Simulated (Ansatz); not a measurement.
Basis-set series for `[NH2][Al]1[CH]=[C]1S`. Charge 0, multiplicity 1. Geometry: relaxed with PBE0-D4/def2-TZVP. It is one conformer, not always the lowest.

```tsv
functional	basis	functions	energy (Eh)	HOMO (eV)	LUMO (eV)
PBE0-D4	def2-SVP	98	-773.25410	-6.27	-0.52
PBE0-D4	def2-TZVPP	233	-773.63268	-6.41	-0.79
ωB97M-V	def2-SVP	98	-773.56812	-8.31	1.16
ωB97M-V	def2-TZVPP	233	-773.95019	-8.47	0.77
```

(1) Give the rows for def2-QZVPP. (An estimate is asked.)

Results:

(1) Ansatz gave: 
```csv
functional,basis,functions,energy (Eh),HOMO (eV),LUMO (eV)
PBE0-D4,def2-QZVPP,431,-773.66001,-6.45,-0.95
ωB97M-V,def2-QZVPP,431,-773.97633,-8.51,0.38
```

Positive LUMOs are unbound and depend on the basis.
